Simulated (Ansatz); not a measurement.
Ga(Me)(SH)2 (CH₅GaS₂), SMILES [SH][Ga]([CH3])[SH]. Atoms are numbered in the order given.

```xyz
9

Ga     0.3599    -0.2995     0.0346
C      2.2563    -0.8085    -0.0860
H      2.3458    -1.9053    -0.0412
H      2.8166    -0.3844     0.7611
H      2.7010    -0.4542    -1.0270
S     -0.7637    -0.6127     1.9320
H     -1.9412    -0.1334     1.4704
S     -0.6911     0.5836    -1.7184
H     -1.8910     0.7138    -1.1076
```
Charge 0, spin multiplicity 1.

Geometry optimised at B3LYP-D3(BJ)/def2-SVP. The structure was generated by enumeration; whether it is a known compound was not checked. Other conformers were not sampled.

Two levels are set side by side: PBE-D3(BJ)/def2-SVP (Ansatz, a quantum-chemistry and plane-wave program) and B3LYP-D3(BJ)/def2-SVP (Ansatz). Each level has its own optimised geometry; the coordinates shown are those of the second. Differences are taken from unrounded values.

```json
[
 {"quantity": "mean bond length (Å)", "B3LYP-D3(BJ)": "1.553", "PBE-D3(BJ)": "1.559", "PBE-D3(BJ) minus B3LYP-D3(BJ)": "0.006"},
 {"quantity": "bond Ga1–C2 (Å)", "B3LYP-D3(BJ)": "1.967", "PBE-D3(BJ)": "1.967", "PBE-D3(BJ) minus B3LYP-D3(BJ)": "0.000"},
 {"quantity": "bond Ga1–S6 (Å)", "B3LYP-D3(BJ)": "2.227", "PBE-D3(BJ)": "2.230", "PBE-D3(BJ) minus B3LYP-D3(BJ)": "0.003"},
 {"quantity": "bond Ga1–S8 (Å)", "B3LYP-D3(BJ)": "2.226", "PBE-D3(BJ)": "2.229", "PBE-D3(BJ) minus B3LYP-D3(BJ)": "0.003"},
 {"quantity": "bond C2–H3 (Å)", "B3LYP-D3(BJ)": "1.101", "PBE-D3(BJ)": "1.108", "PBE-D3(BJ) minus B3LYP-D3(BJ)": "0.007"},
 {"quantity": "bond C2–H4 (Å)", "B3LYP-D3(BJ)": "1.101", "PBE-D3(BJ)": "1.108", "PBE-D3(BJ) minus B3LYP-D3(BJ)": "0.007"},
 {"quantity": "bond C2–H5 (Å)", "B3LYP-D3(BJ)": "1.099", "PBE-D3(BJ)": "1.107", "PBE-D3(BJ) minus B3LYP-D3(BJ)": "0.007"},
 {"quantity": "bond S6–H7 (Å)", "B3LYP-D3(BJ)": "1.353", "PBE-D3(BJ)": "1.362", "PBE-D3(BJ) minus B3LYP-D3(BJ)": "0.009"},
 {"quantity": "bond S8–H9 (Å)", "B3LYP-D3(BJ)": "1.353", "PBE-D3(BJ)": "1.362", "PBE-D3(BJ) minus B3LYP-D3(BJ)": "0.009"}
]
```

Exact exchange shortens and stiffens bonds; PBE has none. Differences between two approximate levels are no errors against the true value.
